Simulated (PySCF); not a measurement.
Screening by computed properties: pick the candidate that meets the target.

Each SMILES stands for a single optimised conformer of the isolated species, non-relativistic unless stated; the electronic structure was computed with PySCF and density fitting.

The conformers computed, where there is a choice (atom-mapped SMILES and torsion angles):
- `[CH3:1][c:2]1[cH:3][p:4][c:5]([CH:6]2[CH2:7][CH2:8]2)[o:9]1`: P4–C5–C6–C7 -35°
- `[CH3:1][CH:2]([CH3:3])[P@H:4](=[S:5])[CH2:6][SiH3:7]`: C1–C2–P4–S5 62°, C2–P4–C6–Si7 -163°
- `[CH3:1][S:2][c:3]1[cH:4][s:5][c:6]([S:7](=[O:8])(=[O:9])[Cl:10])[cH:11]1`: C1–S2–C3–C4 1°, S5–C6–S7–O8 -20°
- `[CH3:1][S:2][CH2:3][P:4]([CH3:5])[CH2:6][C:7]#[N:8]`: C1–S2–C3–P4 -164°, S2–C3–P4–C5 -164°, C3–P4–C6–C7 -164°
- `[CH3:1][S:2][c:3]1[p:4][cH:5][p:6][c:7]([CH3:8])[p:9]1`: C1–S2–C3–P4 0°
- `[CH3:1][CH2:2][NH:3][CH2:4][C:5]([F:6])([F:7])[C:8]([F:9])([F:10])[F:11]`: C1–C2–N3–C4 179°, C2–N3–C4–C5 -179°, N3–C4–C5–F6 61°, C4–C5–C8–F9 60°
- `[CH3:1][CH2:2][CH2:3][CH:4]1[CH2:5][CH2:6][CH2:7]1`: C1–C2–C3–C4 178°, C2–C3–C4–C5 176°
- `[CH2:1]=[CH:2][P@:3]([CH3:4])(=[S:5])[CH2:6][S:7][CH3:8]`: C1–C2–P3–C4 126°, C2–P3–C6–S7 48°, P3–C6–S7–C8 77°
- `[CH:1]#[C:2][P@@:3](=[O:4])([CH:5]=[CH2:6])[CH:7]1[CH2:8][CH2:9]1`: C2–P3–C5–C6 -128°, C2–P3–C7–C8 158°

Question: Wanted: HOMO–LUMO gap below 4.2 eV (PBE0/pcSseg-1) and dipole moment below 2 D (PBE0/pcSseg-1), at GFN2-xTB geometries. Which candidate meets both?
A. `CSc1pcpc(C)p1`
B. `CC(C)[P@H](=S)C[SiH3]`
C. `Cc1cpc(C2CC2)o1`
D. `CSCP(C)CC#N`
E. `CSc1csc(S(=O)(=O)Cl)c1`
F. `CCNCC(F)(F)C(F)(F)F`
G. `CCCC1CCC1`

Answer: A. Computed values:
| species | HOMO–LUMO gap | dipole moment |
| --- | --- | --- |
| CSc1pcpc(C)p1 | 3.90 eV | 0.93 D |
| CSc1csc(S(=O)(=O)Cl)c1 | 4.56 eV | 6.16 D |
| Cc1cpc(C2CC2)o1 | 5.45 eV | 1.59 D |
| CC(C)[P@H](=S)C[SiH3] | 6.89 eV | 4.27 D |
| CSCP(C)CC#N | 7.03 eV | 5.65 D |
| CCNCC(F)(F)C(F)(F)F | 8.18 eV | 2.81 D |
| CCCC1CCC1 | 9.60 eV | 0.11 D |

Question: Wanted: smallest rotational constant below 0.4 GHz (GFN2-xTB) and HOMO energy below -6.5 eV (PBE0/pcSseg-1), at GFN2-xTB geometries. Which candidate meets both?
A. `C#C[P@@](=O)(C=C)C1CC1`
B. `Cc1cpc(C2CC2)o1`
C. `FC(F)(C(F)(CNCC)F)F`
D. `C=C[P@](C)(=S)CSC`
E. `p1c(C)pcpc1SC`
F. `C1CCC1CCC`
G. `CSc1csc(S(=O)(=O)Cl)c1`

Answer: G. Computed values:
| species | smallest rotational constant | HOMO energy |
| --- | --- | --- |
| CSc1csc(S(=O)(=O)Cl)c1 | 0.316 GHz | -6.78 eV |
| p1c(C)pcpc1SC | 0.455 GHz | -6.31 eV |
| FC(F)(C(F)(CNCC)F)F | 0.518 GHz | -6.98 eV |
| Cc1cpc(C2CC2)o1 | 0.777 GHz | -6.00 eV |
| C=C[P@](C)(=S)CSC | 0.855 GHz | -6.19 eV |
| C#C[P@@](=O)(C=C)C1CC1 | 0.923 GHz | -7.98 eV |
| C1CCC1CCC | 1.135 GHz | -8.09 eV |
